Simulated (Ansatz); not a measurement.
Consider the isomerisation: `CC(=S)[SiH2]O` → `C[Si]1(S)CO1`.

Calculated with Ansatz (gas phase, PBE0-D4/def2-TZVP geometries, no zero-point term in ΔE). CCSD(T)/CBS is the MP2 limit (def2-TZVPP, def2-QZVPP) plus CCSD(T) − MP2 in def2-TZVPP, frozen cores. Functionals use def2-TZVPP. B3LYP here is the variant with VWN-RPA as its local correlation; programs differ in this. Each species was taken in one conformer, which may not be the lowest.

```tsv
level	ΔE (kJ/mol)	difference from CCSD(T)/CBS
r2SCAN-D4	-24.4	-15.4
PBE0-D4	-25.5	-16.5
B3LYP-D4	-6.2	2.8
ωB97X-V	-24.9	-15.9
r2SCAN	-24.6	-15.6
PBE0	-26.3	-17.3
B3LYP	-8.1	0.9
HF/def2-TZVPP	3.8	12.8
SCS-MP2/def2-TZVPP	-8.0	1.0
CCSD/def2-TZVPP	-10.5	-1.5
CCSD(T)/def2-TZVPP	-8.4	0.6
MP2/def2-QZVPP	-12.7	-3.7
SCS-MP2/def2-QZVPP	-8.3	0.7
HF/CBS(def2)	3.6	12.6
MP2/CBS(def2)	-12.9	-3.9
CCSD/CBS(def2)	-11.2	-2.2
CCSD(T)/CBS	-9.0	0
```

Largest T1 diagnostic among the species: 0.015.

In def2-TZVPP, CCSD(T) changes the Hartree–Fock value by −12.1 kJ/mol (the triples alone add +2.2 kJ/mol) and MP2 by −16.1 kJ/mol.
